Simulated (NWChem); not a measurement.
System: SnNH₄O₂Cl; SMILES [NH2][Sn]([Cl])([OH])[OH]

The following NWChem deck was run.

```
start job
memory heap 200 mb stack 900 mb global 1100 mb
geometry units angstroms noautosym nocenter noautoz
  N      1.927089     0.949114    -0.016426
  Sn     0.013277     0.323299     0.018228
  O     -1.014914     0.939848     1.578550
  O     -1.006705     1.016720    -1.511576
  Cl     0.075215    -2.021614     0.052710
  H      2.538646     0.236350    -0.412437
  H      2.037153     1.801686    -0.564408
  H     -0.664864     0.589901     2.406922
  H     -1.955343     1.020566    -1.331339
end
basis spherical
  * library sto-3g
end
dft
  xc b3lyp
  iterations 150
end
property
  response 1 0.0773
end
task dft property
```

STO-3G and 3-21G are far too small for this property and stand as cheap habits. All runs use the structure optimised with PBE0/def2-SVP (def2 core potentials past Kr). No frequency run checked for a minimum. B3LYP is NWChem's, with the RPA form of VWN correlation.

Field at 589 nm.

### Question
What results follow from this input? (B3LYP/STO-3G, non-relativistic.) Quantities: isotropic polarisability (bohr³); anisotropy (bohr³).

### Answer
```json
{
 "isotropic polarisability (bohr³)": "30.9",
 "anisotropy (bohr³)": "9.8"
}
```
